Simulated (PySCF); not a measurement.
## C₆ coefficients of unlike pairs at LC-wPBE

Calculated with PySCF 2.14 from the dipole response of each species, C₆(A,B) = (3/π) ∫ α_A(iu) α_B(iu) du, in atomic units, from isotropic polarisabilities. For ions this is the dispersion term alone; charge-induced terms of lower order in 1/R come first.

```csv
species,configuration,basis,relativity,α (bohr³),C₆ (like pair)
Re⁺,[Xe] 4f14 5d5 6s1 (7S),def2-TZVPPD with the def2 core potential (60 electrons) (6s5p3d2f1g),core potential,32.54,266.7
Cu⁺,[Ar] 3d10 (1S),aug-cc-pwCVDZ-PP with ECP10MDF (6s6p5d3f),core potential,5.763,13.69
B³⁺,1s2 (1S),dyall-av2z (11s7p2d),none,0.02048,0.002742
C,[He] 2s2 2p2 (3P),"x2c-QZVPPall with one added diffuse shell each of s, p, d, f type (8s5p4d3f1g)",spin-free X2C,12.28,48.90
```

**Question.** Estimate C₆ for C with Re⁺.

**Answer.** The integral gives 113.5. The combination rule 2 C_A C_B / (C_A α_B/α_A + C_B α_A/α_B) gives 113.3 and the geometric mean 114.2.

No spin-orbit coupling is included.

The other pairs:

| pair | C₆ |
| --- | --- |
| B³⁺, Re⁺ | 0.4165 |
| B³⁺, Cu⁺ | 0.1345 |
| Cu⁺, Re⁺ | 57.95 |
| C, Cu⁺ | 24.61 |
| C, B³⁺ | 0.1700 |
